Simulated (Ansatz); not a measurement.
Ge2H12Si4 can be A, `[SiH2]1[SiH2][GeH2][SiH2][SiH2][GeH2]1`, or B, `[SiH2]1[SiH2][SiH2][GeH2][GeH2][SiH2]1`.

Gas-phase electronic energies from Ansatz, PBE0-D4/def2-TZVP geometries. CBS: MP2 limit from def2 TZ/QZ plus the TZ coupled-cluster correction, frozen cores. DFT in def2-TZVPP. B3LYP here is the variant with VWN-RPA as its local correlation; programs differ in this. For Ge outer-core shells are correlated without core-valence functions, which leaves a few kJ/mol of doubt a bond. Scalar relativity is left out up to krypton.

(1) Which is lower in electronic energy at CCSD(T)/CBS, and by how much? (Best estimate.)

(2) Give E(B) − E(A) in kJ/mol with MP2/def2-TZVPP, CCSD(T)/def2-TZVPP, r2SCAN-D4, HF/def2-TZVPP, B3LYP-D4, CCSD/def2-TZVPP, CCSD(T)/def2-SVP. (An estimate is asked.)

Largest T1 diagnostic: 0.013.

## Answers

(1) Computed: A, by 1.1 kJ/mol. So small a gap doesn't settle the order.

(2) Ansatz gave: MP2/def2-TZVPP 0.7, CCSD(T)/def2-TZVPP 0.4, r2SCAN-D4 0.9, HF/def2-TZVPP -0.7, B3LYP-D4 0.1, CCSD/def2-TZVPP 0.3, CCSD(T)/def2-SVP -0.2. The order is the other way round with HF/def2-TZVPP.

Leaving LDA and LC-ωPBE aside and taking each functional with its dispersion term where it has one, the values, not all of them listed here, spread over 1.5 kJ/mol, from BHLYP-D4 to ωB97M-V.
